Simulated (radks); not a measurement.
Problem. Ti+, 21 electrons, occupied as [Ar] 4s2 4p1 (not the ground configuration). Method: non-relativistic Kohn-Sham, r2SCAN, spin-unpolarised, spherical densities, point nucleus; meta-GGA in the generalised Kohn-Sham scheme; computed with a radial shooting solver on a logarithmic mesh with Libxc functionals. Some entries of the table are withheld. Estimate them.

| orbital | occ. | eigenvalue (eV) | r(max) (bohr) |
|---|---|---|---|
| 1s | 2 | -4878.620 | (1) |
| 2s | 2 | -562.3894 | 0.2710 |
| 2p | 6 | (2) | 0.2207 |
| 3s | 2 | -84.8373 | 0.8646 |
| 3p | 6 | -60.1611 | 0.8877 |
| 4s | 2 | -14.2105 | 2.523 |
| 4p | 1 | -9.3353 | 2.884 |

Solution. 
(1) 1s r(max) (bohr): 0.04615
(2) 2p eigenvalue (eV): -472.3586
